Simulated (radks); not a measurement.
Results of a calculation; reference values are marked as such.
Question: Mn+, 24 electrons, occupied as [Ar] 3d5 4s0.5 4p0.5 (fractional occupations, a model configuration). Level of theory: Dirac Kohn-Sham, BLYP, spin-unpolarised, spherical densities, finite nucleus; open shells are shared between the two j in proportion to 2j + 1; Fermi nuclear charge, rms radius 3.7057 fm (a radial shooting solver on a logarithmic mesh with Libxc functionals).

Spin-orbit splittings of the eigenvalues, e(l+1/2) - e(l-1/2), with zeta = 2 splitting/(2l+1) and mean radii in bohr:

| shell | occ. | splitting (eV) | zeta (eV) | <r> j=l-1/2 | <r> j=l+1/2 |
|---|---|---|---|---|---|
| 2p | 6 | 10.44 | 6.962 | 0.2451 | 0.2480 |
| 3p | 6 | 1.275 | 0.8502 | 0.8983 | 0.9074 |
| 3d | 5 | 0.1210 | 0.04842 | 1.180 | 1.186 |
| 4p | 0.5 | ? | ? | 3.483 | 3.511 |

Estimate the 4p splitting.

Answer: 0.07558 eV (zeta = 0.05039 eV).
